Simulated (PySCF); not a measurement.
Species: C₇H₁₃N.
Numbering: `[CH2:1]=[CH:2][C@@H:3]([CH3:4])[CH:5]1[CH2:6][NH:7][CH2:8]1`

Cartesian coordinates in Å at the GFN2-xTB level; atoms count from 1:
```
atom  x, y, z in Å
C1    -2.1659    1.7103   -0.4709
C2    -1.6129    0.5277   -0.6604
C3    -0.6818   -0.1452    0.3030
C4    -1.2830   -1.4701    0.7783
C5     0.6649   -0.3872   -0.3742
C6     1.8428   -0.8234    0.5135
N7     2.6834    0.1881   -0.1318
C8     1.5132    0.8486   -0.7158
H9    -2.8312    2.1545   -1.1920
H10   -1.9793    2.2876    0.4204
H11   -1.8190   -0.0331   -1.5628
H12   -0.5319    0.5065    1.1709
H13   -2.2398   -1.2965    1.2652
H14   -0.6155   -1.9583    1.4843
H15   -1.4414   -2.1383   -0.0651
H16    0.5392   -1.0453   -1.2344
H17    1.6545   -0.6570    1.5810
H18    2.2199   -1.8383    0.3711
H19    3.2574    0.7533    0.4835
H20    1.6434    1.0837   -1.7738
H21    1.1742    1.7492   -0.1906
```

Probes without a nucleus sit at each ring's centroid and 1 Å off its mean plane on both sides; NICS is minus the shielding there, NICSzz its component along the normal. Level: GIAO PBE0/pcSseg-1 (PySCF, non-relativistic, gas phase) on the GFN2-xTB geometry, one conformer.

Ring bond lengths (Å), with Mayer bond orders in brackets: C5–C6 1.538 (1.00), C6–N7 1.465 (0.98), N7–C8 1.465 (0.97), C8–C5 1.537 (1.00).

Q: What do the NICS probes read (ppm)?

A: 
| ring | type | NICS(0) | NICS(1), two faces | NICS(1)zz, two faces | rms pucker (Å) | centre to ring atoms, mean (Å) |
| --- | --- | --- | --- | --- | --- | --- |
| C5–C6–N7–C8 | 4-membered ring with N; formal bonds all single | -0.9 | 0.3 / 0.9 | 2.1 / 5.4 | 0.09 | 1.06 |

Q: What can be read from them?

A: 
- C5–C6–N7–C8: mean NICS(1)zz 3.8 ppm, deshielded. C5, C6, C8 have four or more neighbours; no verdict on aromaticity is drawn. The two faces differ by 3.3 ppm, so no symmetry operation interchanges them.

Q: List the ring angles and the Hirshfeld charges of the ring atoms.

A: 
- C5–C6–N7–C8: C5 86.2° (-0.025 e), C6 89.4° (-0.030 e), N7 91.6° (-0.189 e), C8 89.4° (-0.033 e); sum 356.6° against 360° for a flat convex ring.

Q: What are the shieldings of the ring atoms and their hydrogens in the same run (means over atoms taken as equivalent)?

A: 
| atoms | environment | σ isotropic (ppm) | principal values of the symmetric part, first atom (ppm) |
| --- | --- | --- | --- |
| C5 | four-membered-ring carbon | 146.0 | 132.5, 147.9, 157.7 |
| C6 | sp3 carbon bound to nitrogen | 131.1 | 110.8, 121.8, 160.7 |
| N7 | secondary amine nitrogen | 243.1 | 196.3, 258.1, 274.9 |
| C8 | sp3 carbon bound to nitrogen | 130.7 | 109.0, 121.7, 161.6 |
| H16 | methine hydrogen | 29.37 | 25.9, 29.7, 32.5 |
| H17 | methylene hydrogen | 28.19 | 25.0, 28.6, 31.0 |
| H18 | methylene hydrogen | 27.90 | 23.9, 26.8, 33.0 |
| H19 | N–H hydrogen | 31.59 | 24.6, 28.6, 41.6 |
| H20 | methylene hydrogen | 28.08 | 24.1, 27.0, 33.2 |
| H21 | methylene hydrogen | 28.22 | 24.9, 28.7, 31.1 |

The run took 68 s of wall time (with the writing of density and orbital grids) on an Arm Neoverse N1 with one thread, no GPU, shared host with 64 logical CPUs at a one-minute load of 48, and the process peaked at 0.90 GiB of memory. This is the whole shielding run at PBE0/pcSseg-1, SCF included.
